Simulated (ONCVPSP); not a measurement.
# Before and after: ONCV potential for thallium (Tl)

| Item | Value |
| --- | --- |
| Element | Tl |
| Generator | ONCVPSP 4.0.1 |
| Type | optimised norm-conserving Vanderbilt (ONCV) |
| Functional | PBEsol |
| Relativity | scalar-relativistic |
| Frozen core | [Kr] 4d10 4f14 |
| Valence charge | 21 |
| Reference configuration | 5s2 5p6 5d10 6s1 (charge +2) |
| Partial waves | 5s+6s: rc 1.25 bohr, ncon 4, nbas 7, qcut 9.3 1/bohr, 3 projectors, debl 2.6 Ha; 5p: rc 1.60 bohr, ncon 3, nbas 6, qcut 7.5 1/bohr, 2 projectors, debl 3.1 Ha; 5d: rc 1.20 bohr, ncon 4, nbas 8, qcut 7.6 1/bohr, 1 projector |
| Local potential | polynomial inside 1.15 bohr (lpopt 5, dvloc0 1 Ha) |
| Core correction | Teter function, fcfact 3.75, rcfact 1.4 |

In the p channel the program set the typed energies aside and used -3.456, 0.250 Ha.

Change: p: ncon 5, nbas 8.

Cutoffs: the cutoffs (Ha) at which the residual kinetic energy of the hardest occupied pseudo-wave falls to 1 and 0.1 mHa per electron; they do not see the model core or the augmentation charge, which bear on the density cutoff. Errors are all-electron minus pseudo energies relative to the spin-unpolarised reference configuration.

Task: Predict the effect on cutoff, ghosts and configuration errors.

Result: The potential gets neither clearly harder nor softer (36 Ha and 60 Ha → 36 Ha and 60 Ha); the s channel sets the loose cutoff, while the largest relative change is in p, which becomes harder; the errors of the 4 common tests hardly move; neither file shows a bound ghost.

```csv
quantity,base,changed
"cutoff, loose",36 Ha,36 Ha
"cutoff, tight",60 Ha,60 Ha
loose cutoff by channel,"s 36 Ha, p 17 Ha, d 23 Ha","s 36 Ha, p 22 Ha, d 23 Ha"
bound ghosts,none,none
GHOST(+) flags under 300 eV,none,none
"error for 5s2 5p6 5d10 6s2 6p1, meV [ΔE -25.99 eV]",+8.2,+7.9
"error for 5s2 5p6 5d10 6s2, meV [ΔE -20.84 eV]",+5.9,+5.8
"error for 5s2 5p6 5d10 6s0, meV [ΔE 30.16 eV]",-11,-11
"error for 5s2 5p6 5d10 6s2 6p0.5, meV [ΔE -24.14 eV]",+7.3,+7.2
s: phases at 1.27 bohr within 0.05 rad from the reference energy up to (Ha; the scan ends near 5),to the end of the scan,to the end of the scan
p: phases at 1.62 bohr within 0.05 rad from the reference energy up to (Ha; the scan ends near 5),to the end of the scan,to the end of the scan
d: phases at 1.22 bohr within 0.05 rad from the reference energy up to (Ha; the scan ends near 5),5.0,5.0
"rms error of d²Exc/dni dnj with the model core, mHa",0.50,0.44
```
